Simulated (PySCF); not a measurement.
trans-(1R,2R)-1-chloro-2-methylcyclopropane (C4H7Cl), SMILES C[C@@H]1C[C@H]1Cl. Geometry optimised at PBE-D3(BJ)/def2-SVP.

Method: PBE-D3(BJ)/def2-SVP in PySCF 2.14.0.

Harmonic wavenumbers (cm⁻¹): 188, 208, 262, 343, 408, 659, 781, 833, 879, 916, 991, 1020, 1045, 1053, 1081, 1149, 1195, 1228, 1332, 1362, 1410, 1411, 1434, 2965, 3051, 3054, 3059, 3086, 3104, 3160. Rotational constants (GHz): 9.660, 2.185, 1.956; symmetry number 1.

Question: Work out the zero-point energy and the ideal-gas rigid-rotor harmonic-oscillator thermochemistry at 298.15 K and 1 atm.

Answer: ZPE = ½ Σ hcν = ½ × 42670 cm⁻¹ = 255.22 kJ/mol. H − E(el) = 272.79 kJ/mol. Entropy in J/(mol K): translation 164.94, rotation 110.69, vibration 40.85, total 316.48. G − E(el) = 178.43 kJ/mol. Cp = 94.13 J/(mol K).
